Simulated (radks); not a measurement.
The numbers below are computed, except where a source is named.
Task: Ca3+, 17 electrons, occupied as [Ne] 3s2 3p5 (the NIST ground configuration). Code: a radial shooting solver on a logarithmic mesh with Libxc functionals. Model: non-relativistic Kohn-Sham, PBE, spin-unpolarised, spherical densities, point nucleus. Some entries of the table are withheld. Estimate them.

| orbital | occ. | eigenvalue (hartree) | <1/r> (bohr^-1) |
|---|---|---|---|
| 1s | 2 | (1) | 19.54 |
| 2s | 2 | (2) | 4.010 |
| 2p | 6 | -13.60338 | (3) |
| 3s | 2 | (4) | (5) |
| 3p | 5 | (6) | 1.128 |

Result: 
(1) 1s eigenvalue (hartree): -145.6946
(2) 2s eigenvalue (hartree): -16.39942
(3) 2p <1/r> (bohr^-1): 3.938
(4) 3s eigenvalue (hartree): -2.89722
(5) 3s <1/r> (bohr^-1): 1.236
(6) 3p eigenvalue (hartree): -2.19197
